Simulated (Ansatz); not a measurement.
## A relaxation, step by step

SnH5SF, singlet, PBE0-D4/def2-TZVP (Ansatz 0.2.0). Settings:

```yaml
hamiltonian: {xc: pbe0, dispersion: d4}
relax: {f_tol: 0.005, max_steps: 200}
```

Start, a step off a saddle point along its unstable mode:

Sn1  (-0.827, -0.619, -0.118)
F2  (0.746, -0.922, 1.066)
H3  (-0.529, -1.196, -1.696)
H4  (-1.644, -1.683, 0.904)
H5  (-1.663, 0.930, -0.061)
H6  (1.509, 0.258, 0.338)
S7  (1.435, 1.161, -0.640)
H8  (0.973, 2.071, 0.207)
(Å)

```
step  energy less the last (meV)  largest force component (eV/Å)
   1                       480.7                           1.136
   2                       227.7                           0.737
   3                        87.3                           0.611
   4                        80.6                           1.444
   5                        10.1                           0.493
   6                         2.6                           0.173
   7                         1.2                           0.154
   8                         0.1                           0.008
   9                         0.0                           0.006
  10                         0.0                           0.003
```

Step 3, positions (Å) and forces (eV/Å):

```tsv
atom	x	y	z	Fx	Fy	Fz
Sn1	-1.004	-0.770	-0.052	0.471	-0.250	0.429
F2	0.651	-0.898	1.038	-0.611	-0.106	-0.210
H3	-0.538	-1.301	-1.596	-0.041	0.028	0.023
H4	-1.964	-1.889	0.816	0.006	0.084	-0.110
H5	-1.535	0.832	0.074	-0.041	0.001	0.011
H6	1.623	0.374	0.242	0.142	0.510	-0.401
S7	1.681	1.393	-0.684	-0.040	-0.151	0.400
H8	1.086	2.260	0.162	0.113	-0.116	-0.141
```

Step 4, positions (Å) and forces (eV/Å):

```tsv
atom	x	y	z	Fx	Fy	Fz
Sn1	-1.008	-0.860	0.034	-1.444	0.081	-0.995
F2	0.550	-0.948	1.078	1.190	-0.136	0.870
H3	-0.565	-1.286	-1.544	0.100	-0.038	-0.052
H4	-2.090	-1.977	0.716	0.019	-0.098	0.120
H5	-1.587	0.726	0.161	0.017	0.114	0.065
H6	1.648	0.493	0.179	0.017	-0.334	0.452
S7	1.835	1.473	-0.693	0.165	0.353	-0.584
H8	1.216	2.380	0.068	-0.065	0.058	0.124
```

Step 9, positions (Å) and forces (eV/Å):

| atom | x | y | z | Fx | Fy | Fz |
| --- | --- | --- | --- | --- | --- | --- |
| Sn1 | -1.083 | -0.865 | 0.009 | 0.000 | 0.000 | 0.002 |
| F2 | 0.493 | -0.947 | 1.135 | 0.000 | 0.000 | -0.002 |
| H3 | -0.544 | -1.258 | -1.551 | 0.001 | 0.000 | 0.001 |
| H4 | -2.094 | -2.051 | 0.698 | 0.000 | 0.000 | -0.001 |
| H5 | -1.683 | 0.713 | 0.194 | -0.001 | -0.001 | 0.000 |
| H6 | 1.826 | 0.546 | 0.222 | 0.002 | -0.004 | -0.001 |
| S7 | 1.770 | 1.455 | -0.768 | -0.002 | -0.001 | 0.004 |
| H8 | 1.314 | 2.407 | 0.060 | 0.001 | 0.006 | -0.002 |

Last step (10):

Sn1  (-1.087, -0.869, 0.010)
F2  (0.489, -0.948, 1.136)
H3  (-0.545, -1.254, -1.551)
H4  (-2.094, -2.060, 0.695)
H5  (-1.692, 0.706, 0.199)
H6  (1.823, 0.551, 0.228)
S7  (1.769, 1.452, -0.769)
H8  (1.336, 2.421, 0.052)
(Å)

Hardware: 4 CPU threads of an Arm Neoverse V1, shared host. Wall time about 21 s.
